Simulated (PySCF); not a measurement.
Molecule: SMILES C=C[S@OH30](F)(F)(F)(F)F, C2H3F5S.

Geometry:
| atom | x (Å) | y (Å) | z (Å) |
| --- | --- | --- | --- |
| C1 | 1.698 | 0.504 | 0.111 |
| C2 | 0.778 | -0.370 | -0.265 |
| S3 | -0.974 | -0.123 | 0.012 |
| F4 | -2.553 | 0.045 | 0.231 |
| F5 | -0.763 | 0.347 | 1.535 |
| F6 | -0.927 | 1.415 | -0.456 |
| F7 | -1.285 | -0.579 | -1.502 |
| F8 | -1.124 | -1.651 | 0.499 |
| H9 | 1.442 | 1.436 | 0.619 |
| H10 | 2.753 | 0.299 | -0.086 |
| H11 | 0.972 | -1.315 | -0.775 |

Geometry PBE0-D3(BJ)/def2-SVP throughout; GIAO in PySCF 2.14.0 with density-fitted response routines, gas phase, one conformer, non-relativistic; equivalent atoms averaged; functional PBE0.

For orientation, aug-cc-pVDZ gives these shifts δ (against TMS, CS2, CFCl3 at the same level): C2 152.2, C1 121.6, S3 195.9, F7 76.8, F5/F8 76.2, F6 74.8, H11 7.06, H10 6.07, H9 6.37 ppm.

A run gave: C2 157.7, C1 127.0, S3 201.0, F7 82.9, F5/F8 82.4, F6 81.2, H11 6.89, H10 5.88, H9 6.27 ppm (shifts δ (against TMS, CS2, CFCl3 at the same level)).

Q: Which basis set was used in that run?
A. 6-31G*
B. pcSseg-0
C. 6-311+G(2d,p)
D. def2-TZVP
E. cc-pVTZ

A: C. S3 tells them apart best: 6-311+G(2d,p) gives 201.0, def2-TZVP gives 215.2, pcSseg-0 gives 262.0, cc-pVTZ gives 189.8, 6-31G* gives 182.9 ppm.
